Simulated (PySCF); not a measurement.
PySCF 2.14 output of an unrestricted PBE0 calculation on a single atom or ion in cc-pVDZ-PP with ECP28MDF (4s4p3d1f, 38 functions), with scalar relativity through the core potential:

```
SCF conv_tol = 1e-09
number electrons alpha = 7  beta = 4
    C. Adamo and V. Barone.,  J. Chem. Phys. 110, 6158 (1999)
    M. Ernzerhof and G. E. Scuseria.,  J. Chem. Phys. 110, 5029 (1999)
cycle= 1 E= -46.5054552217234  delta_E= -0.00223  |g|= 0.00756  |ddm|= 0.298
cycle= 2 E= -46.5055051891792  delta_E= -5e-05  |g|= 0.00317  |ddm|= 0.0849
cycle= 3 E= -46.5055107877243  delta_E= -5.6e-06  |g|= 0.000239  |ddm|= 0.035
cycle= 4 E= -46.5055109041742  delta_E= -1.16e-07  |g|= 2.06e-05  |ddm|= 0.00103
cycle= 5 E= -46.5055109046084  delta_E= -4.34e-10  |g|= 5.98e-07  |ddm|= 0.00027
converged SCF energy = -46.5055109046084  <S^2> = 3.7509845  2S+1 = 4.0004922
```

The run itself started from symmetry-adapted Hartree-Fock orbitals and held the occupation by maximum overlap, on a logarithmic radial grid, so the iterations belong to that start.

**Question.** Which element, charge and spin multiplicity is this?

**Answer.** Zr⁺ (zirconium, charge +1), multiplicity 4; the state was [Kr] 4d2 5s1, high-spin 4F determinant.

Energies and moments cover only the electrons outside the core potential.
